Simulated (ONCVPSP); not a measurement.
# Lu (Z = 71): excitation energies, all-electron against ONCV

* Element: Lu (Z = 71)
* Generator: ONCVPSP 4.0.1
* Type: optimised norm-conserving Vanderbilt (ONCV)
* Functional: PBEsol
* Relativity: fully relativistic
* Frozen core: [Kr] 4d10
* Valence charge: 25
* Reference configuration: 4f14 5s2 5p6 5d1 6s1 (charge +1)
* Partial waves: 5s+6s: rc 1.75 bohr, ncon 4, nbas 9, qcut 9.1 1/bohr, 2 projectors; 5p: rc 1.30 bohr, ncon 4, nbas 8, qcut 7.1 1/bohr, 2 projectors, debl 2.8 Ha; 5d: rc 2.60 bohr, ncon 3, nbas 7, qcut 5.8 1/bohr, 2 projectors, debl 1.4 Ha; 4f: rc 0.95 bohr, ncon 4, nbas 8, qcut 17.3 1/bohr, 1 projector
* Local potential: polynomial inside 0.90 bohr (lpopt 2, dvloc0 0 Ha)
* Core correction: polynomial model core, fcfact 0.15

Open shells are filled in proportion to 2j + 1.

Energies are relative to the spin-unpolarised reference configuration 4f14 5s2 5p6 5d1 6s1; without spin polarisation the order of configurations can differ from experiment.

**Question.** Give the all-electron excitation energy and the error of the potential for: 4f14 5s2 5p6 5d1 6s2; 4f14 5s2 5p6 5d1 6s0; 4f14 5s2 5p6 5d0 6s0; 4f14 5s2 5p6 5d1 6s0 6p2.

**Answer.**

| valence configuration | charge | ΔE all-electron (eV) | error AE − PS (meV) |
| --- | --- | --- | --- |
| 4f14 5s2 5p6 5d1 6s2 | 0 | -7.393 | -1.1 |
| 4f14 5s2 5p6 5d1 6s0 | +2 | 13.223 | +0.5 |
| 4f14 5s2 5p6 5d0 6s0 | +3 | 33.119 | +1.9 |
| 4f14 5s2 5p6 5d1 6s0 6p2 | 0 | -0.367 | 0.0 |

Levels in the configuration 4f14 5s2 5p6 5d1 6s0:

| level | all-electron (eV) | pseudo (eV) |
| --- | --- | --- |
| 4f j=7/2 | -23.618 | -23.633 |
| 4f j=5/2 | -25.143 | -25.155 |
| 5s j=1/2 | -75.656 | -75.659 |
| 5p j=3/2 | -44.375 | -44.376 |
| 5p j=1/2 | -51.311 | -51.313 |
| 5d j=5/2 | -14.819 | -14.819 |
| 5d j=3/2 | -15.295 | -15.295 |

These tests converged, but a pseudo level misses the all-electron one widely, so the file describes the atom poorly there or has found another state: 4f14 5s2 5p6 5d1 6s0 6p2: empty 6s by 10.1 eV.

Note: ghosts flagged at negative energy: d5/2 at -557.3 eV; GHOST(+) flagged for d3/2 at 106.5 eV, s at 118.5 eV. A true bound ghost makes a file unfit for plane-wave use.
